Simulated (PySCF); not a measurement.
Hf(F)3(NH2) (F3H2HfN), SMILES [NH2][Hf]([F])([F])[F], multiplicity 1.

The structure is a stationary point at PBE-D3(BJ)/def2-SVP. The spin state was assumed, not searched. The structure was generated by enumeration; whether it is a known compound was not checked. The def2 effective core potentials stand for the cores of Hf; spin–orbit coupling is left out. Other conformers were not sampled.

These are PySCF with TDDFT-LC-ωPBE/def2-SVPD values and carry that method's errors.

Vertical excitations. The molecule is in vacuum. State labels are in the subgroup Cs.

Problem. List the lowest excited states. (Estimate from the structure and the level; the computed values follow.)

Solution. 
```
state  symmetry  energy (eV)  λ (nm)      f                                                               main pairs
-----  --------  -----------  ------  -----  -----------------------------------------------------------------------
S1           A"         6.17     201  0.000                                                         HOMO→LUMO+1 98 %
S2           A'         6.88     180  0.070                                                           HOMO→LUMO 81 %
S3           A'         7.46     166  0.075                     HOMO→LUMO+3 57 %, HOMO→LUMO+5 26 %, HOMO→LUMO+2 11 %
S4           A"         7.81     159  0.008                                       HOMO→LUMO+7 63 %, HOMO→LUMO+4 34 %
S5           A'         8.11     153  0.030                                                         HOMO→LUMO+6 90 %
S6           A'         8.39     148  0.064                                       HOMO→LUMO+8 72 %, HOMO→LUMO+5 17 %
S7           A"         8.95     139  0.000                     HOMO→LUMO+4 46 %, HOMO→LUMO+7 25 %, HOMO→LUMO+9 21 %
S8           A'         8.98     138  0.007                       HOMO→LUMO+2 57 %, HOMO→LUMO+3 12 %, HOMO→LUMO 11 %
S9           A"         9.13     136  0.005                                                       HOMO−1→LUMO+1 92 %
S10          A'         9.53     130  0.001  HOMO→LUMO+5 40 %, HOMO→LUMO+3 21 %, HOMO→LUMO+8 14 %, HOMO−1→LUMO+5 6 %
T1           A"         6.02     206      0                                                         HOMO→LUMO+1 97 %
T2           A'         6.34     195      0                       HOMO→LUMO+5 47 %, HOMO→LUMO+3 22 %, HOMO→LUMO 18 %
T3           A'         6.52     190      0                       HOMO→LUMO 59 %, HOMO→LUMO+2 15 %, HOMO→LUMO+5 10 %
T4           A'         7.59     163      0                     HOMO→LUMO+6 52 %, HOMO→LUMO+3 25 %, HOMO→LUMO+8 16 %
```
Triplets are in the Tamm–Dancoff approximation, which puts them higher than full response would, so one can lie above its singlet here.
